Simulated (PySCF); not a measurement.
C3H7ClOSi, SMILES C(C[SiH2]Cl)C=O.

Geometry: PBE0-D3(BJ)/def2-SVP. The structure was generated by enumeration, and PubChem lists no compound with its InChIKey, so it may never have been made. Other conformers were not sampled.

The numbers are results of PySCF with PBE/def2-TZVP, not measurements.

```yaml
total_energy: -943.01167 hartree
highest_occupied_level: -6.64 eV
lowest_empty_level: -2.53 eV
orbital_gap: 4.11 eV
dipole_moment: 4.35 D
quadrupole, principal values (traceless, Buckingham form, about the centre of nuclear charge): -7.55, 1.36, 6.19 D·Å
mean_static_polarisability: 78.2 bohr³ (11.59 Å³)
polarisability_principal_values: 60.9, 74.5, 99.3 bohr³
```
